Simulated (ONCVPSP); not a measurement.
**What one change does to a pseudopotential (Br (Z = 35), ONCV)**

Br, optimised norm-conserving Vanderbilt (ONCV), made with ONCVPSP 4.0.1 (LDA (Perdew-Wang 92), scalar-relativistic). Core [Ne], reference 3s2 3p6 3d10 4s2 4p5. Waves: 3s+4s: rc 0.95 bohr, ncon 4, nbas 7, qcut 10.3 1/bohr, 2 projectors; 3p+4p: rc 1.00 bohr, ncon 4, nbas 9, qcut 16.1 1/bohr, 2 projectors; 3d: rc 0.90 bohr, ncon 4, nbas 8, qcut 15.5 1/bohr, 2 projectors, debl 4 Ha; f scattering state at 0.47 Ha: rc 1.10 bohr, ncon 3, nbas 7, qcut 9.6 1/bohr, 1 projector. Local part: polynomial inside 0.70 bohr (lpopt 4, dvloc0 -1 Ha). Core correction: none.

All-electron outer shells of the reference configuration (LDA (PZ), scalar-relativistic, ld1.x):

```csv
shell,level (eV),outermost node (bohr),outermost maximum (bohr)
2s,-1730.55,0.06,0.16
2p,-1527.86,–,0.13
3s,-237.20,0.23,0.48
3p,-173.21,0.21,0.48
3d,-67.00,–,0.43
4s,-20.32,0.67,1.41
4p,-8.01,0.70,1.66
```

Change: functional PBE.

Cutoffs: the cutoffs (Ha) at which the residual kinetic energy of the hardest occupied pseudo-wave falls to 1 and 0.1 mHa per electron; they do not see the model core or the augmentation charge, which bear on the density cutoff. Errors are all-electron minus pseudo energies relative to the spin-unpolarised reference configuration.

Problem. Predict the effect on cutoff, ghosts and configuration errors.

Solution. The potential gets neither clearly harder nor softer (112 Ha and 201 Ha → 112 Ha and 200 Ha); the errors of the 4 common tests hardly move; neither file shows a bound ghost.

```tsv
quantity	base	changed
cutoff, loose	112 Ha	112 Ha
cutoff, tight	201 Ha	200 Ha
loose cutoff by channel	s 49 Ha, p 79 Ha, d 112 Ha	s 49 Ha, p 79 Ha, d 112 Ha
bound ghosts	none	none
GHOST(+) flags under 300 eV	none	none
error for 3s2 3p6 3d10 4s2 4p4, meV [ΔE 12.70 → 12.55 eV]	-1.0	-1.0
error for 3s2 3p6 3d10 4s2 4p3, meV [ΔE 35.65 → 35.31 eV]	-3.2	-3.0
error for 3s2 3p6 3d10 4s2 4p2, meV [ΔE 69.86 → 69.30 eV]	-6.8	-6.6
error for 3s2 3p6 3d10 4s2 4p4.5, meV [ΔE 5.15 → 5.07 eV]	-0.4	-0.3
s: phases at 0.97 bohr within 0.05 rad from the reference energy up to (Ha; the scan ends near 5)	to the end of the scan	to the end of the scan
p: phases at 1.01 bohr within 0.05 rad from the reference energy up to (Ha; the scan ends near 5)	to the end of the scan	to the end of the scan
d: phases at 0.91 bohr within 0.05 rad from the reference energy up to (Ha; the scan ends near 5)	to the end of the scan	to the end of the scan
f: phases at 1.11 bohr within 0.05 rad from the reference energy up to (Ha; the scan ends near 5)	to the end of the scan	to the end of the scan
```
